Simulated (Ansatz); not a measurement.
One change: `C[BH][AlH][OH]` becomes `C[BH][Al]([OH])[F]`.

Ansatz, PBE0-D4/def2-TZVP geometries, multiplicity 1. Each molecule was computed in one conformer, which needn't be the lowest.

```csv
property,`C[BH][AlH][OH]`
HOMO–LUMO gap (PBE0/def2-TZVPP) / eV,5.29
size of the dipole moment (ωB97M-V/def2-TZVPP) / D,0.50
LUMO energy (PBE/def2-TZVPP) / eV,-2.73
LUMO energy (B3LYP/def2-TZVPP) / eV,-1.92
size of the dipole moment (B3LYP/def2-TZVPP) / D,0.50
HOMO–LUMO gap (B3LYP/def2-TZVPP) / eV,4.94
```

(1) Give the same properties after the change, and the shifts. (An estimate is asked.)

Results:

(1) The calculation gave: 
| property | `C[BH][Al]([OH])[F]` | shift |
| --- | --- | --- |
| HOMO–LUMO gap (PBE0/def2-TZVPP) / eV | 5.36 | 0.07 |
| size of the dipole moment (ωB97M-V/def2-TZVPP) / D | 1.37 | 0.87 |
| LUMO energy (PBE/def2-TZVPP) / eV | -3.28 | -0.55 |
| LUMO energy (B3LYP/def2-TZVPP) / eV | -2.54 | -0.62 |
| size of the dipole moment (B3LYP/def2-TZVPP) / D | 1.42 | 0.92 |
| HOMO–LUMO gap (B3LYP/def2-TZVPP) / eV | 4.99 | 0.05 |

With PBE0 the HOMO falls by 0.68 eV and the LUMO falls by 0.61 eV, so the gap widens by about 0.07 eV. PBE moves the HOMO by -0.64 eV and ωB97M-V by -0.70 eV. Dipoles are sizes alone; their direction can turn.

B3LYP here is the variant with VWN-RPA as its local correlation; programs differ in this.
